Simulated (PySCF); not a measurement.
BFBr2, SMILES FB(Br)Br.

Geometry: PBE-D3(BJ)/def2-SVP.

These are PBE-D3(BJ)/def2-SVP run with PySCF values and carry that method's errors.

Frequencies are harmonic and unscaled.

```
mode  ν (cm⁻¹)  IR (km/mol)  moving atoms (share of kinetic energy)
----  --------  -----------  --------------------------------------
1          166          0.0                         Br 83 %, F 11 %
2          297          2.0                         F 75 %, Br 25 %
3          414          2.4                 F 48 %, Br 33 %, B 19 %
4          456          6.9                           B 89 %, F 9 %
5          865        425.0                                  B 93 %
6         1293        273.1                          B 69 %, F 31 %
```
